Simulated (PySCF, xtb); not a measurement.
CH3BrFIn, SMILES [CH3][In]([F])[Br].

GFN2-xTB run with xtb at its own geometry gives an orbital gap of 2.92 eV and a dipole moment of 6.31 D.

Geometry: PBE0-D3(BJ)/def2-SVP. The def2 effective core potentials stand for the cores of In; spin–orbit coupling is left out.

Q: What does CAM-B3LYP/def2-TZVP run with PySCF give? (An estimate is asked for; the answer gives what the named calculation found.)

A: gap 8.69 eV (levels -9.61 and -0.92 eV), dipole 3.99 D.
